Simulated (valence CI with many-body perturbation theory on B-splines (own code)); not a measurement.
Values are calculated unless marked as measured or tabulated.
# Pm⁵⁵⁺: what each term of the Hamiltonian does

Method: configuration interaction combined with many-body perturbation theory (CI+MBPT): four valence electrons over a frozen Dirac-Fock core [He], a basis of 11 s, 11 p, 9 d, 7 f, 5 g, 2 h, 1 i functions for each j, with the one-electron correlation potential Σ1 (screened to all orders), the two-electron term Σ2, the three-electron term Σ3, Breit, model QED; selected single and double excitations, second order for the rest (own B-spline code, finite nucleus).

The last digits are not significant, and no measured levels were compared; by estimate large intervals hold to a few tenths of a per cent, small ones and those within an open d or f shell to about a per cent. Among the levels kept, up to 280 cm⁻¹ of a level comes from second order outside the variational space, and about a tenth of that is noise between levels of different J, which matters for small intervals.

Each rung adds one term. CI alone is the Dirac-Coulomb CI over the frozen core; QED comes last and gives the full result, which names the levels. Energies are above (2s^2 2p1/2^2) J=0 on the same rung, in Ry.

Levels are named by their leading jj configuration (3d3/2^4 stands for four electrons in 3d with j = 3/2), which in mixed levels can hold well under half, so a name can repeat and another be missing. Letters in brackets count levels of one name in rising energy.

| Level | CI alone | + Σ1 | + Σ2 | + Σ3 | + Breit | Full |
| --- | --- | --- | --- | --- | --- | --- |
| (2s^2 2p1/2 2p3/2) J=1 | 43.31 | 43.32 | 43.31 | 43.31 | 42.60 | 42.68 |
| (2s^2 2p1/2 2p3/2) J=2 | 44.89 | 44.90 | 44.90 | 44.89 | 43.85 | 43.93 |
| (2s 2p1/2^2 2p3/2) J=2 | 59.95 | 59.94 | 59.92 | 59.92 | 59.66 | 59.06 |
| (2s 2p1/2^2 2p3/2) J=1 | 64.96 | 64.95 | 64.93 | 64.92 | 64.78 | 64.18 |
| (2s^2 2p3/2^2) J=2 | 89.16 | 89.18 | 89.18 | 89.17 | 87.61 | 87.75 |
| (2s^2 2p3/2^2) J=0 | 92.33 | 92.34 | 92.35 | 92.34 | 91.13 | 91.27 |
| (2s 2p1/2 2p3/2^2) J=2 [a] | 101.58 | 101.58 | 101.56 | 101.56 | 100.70 | 100.17 |
| (2s 2p1/2 2p3/2^2) J=3 | 104.95 | 104.95 | 104.94 | 104.93 | 103.58 | 103.05 |
| (2s 2p1/2 2p3/2^2) J=0 | 107.51 | 107.51 | 107.50 | 107.50 | 106.89 | 106.36 |
| (2s 2p1/2 2p3/2^2) J=1 [a] | 109.05 | 109.05 | 109.02 | 109.01 | 108.19 | 107.66 |
| (2s 2p1/2 2p3/2^2) J=2 [b] | 110.11 | 110.11 | 110.09 | 110.08 | 108.94 | 108.41 |
| (2s 2p1/2 2p3/2^2) J=1 [b] | 109.99 | 109.99 | 109.97 | 109.96 | 109.18 | 108.65 |
| (2p1/2^2 2p3/2^2) J=2 | 127.45 | 127.43 | 127.38 | 127.37 | 127.05 | 125.86 |
| (2p1/2^2 2p3/2^2) J=0 | 130.85 | 130.83 | 130.79 | 130.77 | 130.82 | 129.63 |
| (2s 2p3/2^3) J=2 | 150.94 | 150.94 | 150.93 | 150.92 | 149.36 | 148.90 |
| (2s 2p3/2^3) J=1 | 155.78 | 155.79 | 155.76 | 155.75 | 154.28 | 153.82 |
| (2p1/2 2p3/2^3) J=1 | 171.37 | 171.36 | 171.32 | 171.30 | 170.49 | 169.36 |
| (2p1/2 2p3/2^3) J=2 | 172.97 | 172.96 | 172.92 | 172.91 | 171.78 | 170.65 |
| (2p3/2^4) J=0 | 218.59 | 218.59 | 218.56 | 218.55 | 217.13 | 216.07 |

**Question.** How does the ionisation energy move along the ladder, and which term matters most?

**Answer.** CI alone 11840, + Σ1 11841, + Σ2 11841, + Σ3 11841, + Breit 11820, + QED 11820 eV. The largest step is Breit, -20 eV. NIST lists 11819 ± 5 eV (theoretical).
